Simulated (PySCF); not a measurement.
Molfile (atoms numbered from 1):
```
C8H7FO2
     RDKit          3D

 18 18  0  0  0  0  0  0  0  0999 V2000
    3.3635   -0.7295   -0.0336 C   0  0  0  0  0  0  0  0  0  0  0  0
    1.9639   -0.7016    0.2019 O   0  0  0  0  0  0  0  0  0  0  0  0
    1.2793    0.2530   -0.4451 C   0  0  0  0  0  0  0  0  0  0  0  0
    1.7978    1.0499   -1.1876 O   0  0  0  0  0  0  0  0  0  0  0  0
   -0.1732    0.2141   -0.1431 C   0  0  0  0  0  0  0  0  0  0  0  0
   -0.9968    1.1583   -0.7534 C   0  0  0  0  0  0  0  0  0  0  0  0
   -2.3550    1.1650   -0.5059 C   0  0  0  0  0  0  0  0  0  0  0  0
   -2.8740    0.2160    0.3590 C   0  0  0  0  0  0  0  0  0  0  0  0
   -4.1970    0.2143    0.6066 F   0  0  0  0  0  0  0  0  0  0  0  0
   -2.0769   -0.7323    0.9786 C   0  0  0  0  0  0  0  0  0  0  0  0
   -0.7193   -0.7300    0.7234 C   0  0  0  0  0  0  0  0  0  0  0  0
    3.8189    0.2147    0.2715 H   0  0  0  0  0  0  0  0  0  0  0  0
    3.5674   -0.8900   -1.0941 H   0  0  0  0  0  0  0  0  0  0  0  0
    3.7545   -1.5518    0.5597 H   0  0  0  0  0  0  0  0  0  0  0  0
   -0.5501    1.8797   -1.4202 H   0  0  0  0  0  0  0  0  0  0  0  0
   -3.0113    1.8859   -0.9669 H   0  0  0  0  0  0  0  0  0  0  0  0
   -2.5245   -1.4523    1.6455 H   0  0  0  0  0  0  0  0  0  0  0  0
   -0.0758   -1.4571    1.1918 H   0  0  0  0  0  0  0  0  0  0  0  0
  1  2  1  0
  2  3  1  0
  3  4  2  0
  3  5  1  0
  5  6  1  0
  6  7  2  0
  7  8  1  0
  8  9  1  0
  8 10  2  0
 10 11  1  0
 11  5  2  0
  1 12  1  0
  1 13  1  0
  1 14  1  0
  6 15  1  0
  7 16  1  0
 10 17  1  0
 11 18  1  0
M  END
```

PySCF calculation with shielding tensors at PBE0/pcSseg-1 (GIAO) and coordinates at the GFN2-xTB level; averaged over atoms made equivalent by symmetry, fast rotation or ring inversion, in vacuum, one conformer, non-relativistic Hamiltonian.

Shifts are taken against calculated references (same method and geometry level): ¹³C, ¹H vs TMS; ¹⁷O vs H2O; CFCl3 for ¹⁹F.

```json
{"atoms": "O4", "nucleus": "¹⁷O", "count": "1", "Hirshfeld charge": "-0.26", "δ (ppm)": "?"}
{"atoms": "H12/H13/H14", "nucleus": "¹H", "count": "3", "Hirshfeld charge": "0.05", "δ (ppm)": "4.12"}
{"atoms": "F9", "nucleus": "¹⁹F", "count": "1", "Hirshfeld charge": "-0.08", "δ (ppm)": "-106.3"}
{"atoms": "C8", "nucleus": "¹³C", "count": "1", "Hirshfeld charge": "0.10", "δ (ppm)": "176.4"}
{"atoms": "H15/H18", "nucleus": "¹H", "count": "2", "Hirshfeld charge": "0.05", "δ (ppm)": "8.56"}
{"atoms": "H16/H17", "nucleus": "¹H", "count": "2", "Hirshfeld charge": "0.06", "δ (ppm)": "?"}
{"atoms": "C3", "nucleus": "¹³C", "count": "1", "Hirshfeld charge": "0.20", "δ (ppm)": "?"}
{"atoms": "C6/C11", "nucleus": "¹³C", "count": "2", "Hirshfeld charge": "-0.03", "δ (ppm)": "139.3"}
{"atoms": "O2", "nucleus": "¹⁷O", "count": "1", "Hirshfeld charge": "-0.09", "δ (ppm)": "176.9"}
{"atoms": "C7/C10", "nucleus": "¹³C", "count": "2", "Hirshfeld charge": "-0.06", "δ (ppm)": "120.9"}
{"atoms": "C5", "nucleus": "¹³C", "count": "1", "Hirshfeld charge": "-0.03", "δ (ppm)": "?"}
{"atoms": "C1", "nucleus": "¹³C", "count": "1", "Hirshfeld charge": "-0.03", "δ (ppm)": "54.2"}
```

Problem. Fill in the missing shifts.

Solution. 
- C3: 172.0 ppm, ester carbonyl carbon; it is a carbonyl in resonance with an O or N lone pair, the region of acids, esters and amides
- C5: 130.7 ppm, substituted aromatic carbon
- H16/H17: 7.40 ppm, hydrogen on an aromatic CH; ring-current deshielding
- O4: 413.2 ppm, ester carbonyl oxygen

Shifts are as computed. Against solution values, carbons near 30 ppm lie about +3 ppm off and those near 130 ppm about +5 ppm. Of 1211 compounds with measured shifts, 218 miss one by over three times the rms of a fit or turn the order of signals round; such compounds aren't used in these exercises. Unscaled 19F shifts against computed CFCl3 carry errors that often reach 10 to 50 ppm. Unscaled 17O shifts of doubly bonded oxygen tend to come out too high, by tens of ppm or more. Experimental scales use liquid or dissolved standards, which lie at an offset from isolated H2O (liquid H2O: subtract about 36 ppm).
